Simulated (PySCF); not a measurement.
B(H)(F)(OH) (BFH₂O), SMILES B(F)O. Coordinates come from a B3LYP-D3(BJ)/def2-TZVP optimisation. The values are those of a single conformer.

Give the equilibrium geometry at B3LYP-D3(BJ)/def2-TZVP (PySCF confirms it by a frequency run) as bond lengths and angles, and its point group. (An estimate is asked for; the answer gives what the named calculation found.)

One answer among several that fit: point group Cs.
Atoms: B1 H2 F3 O4 H5. Bonded distances (Å): B1–H2 1.193, B1–F3 1.327, B1–O4 1.349, O4–H5 0.962. Bond angles (°): H2–B1–F3 119.1, H2–B1–O4 123.6, F3–B1–O4 117.3, B1–O4–H5 113.8.
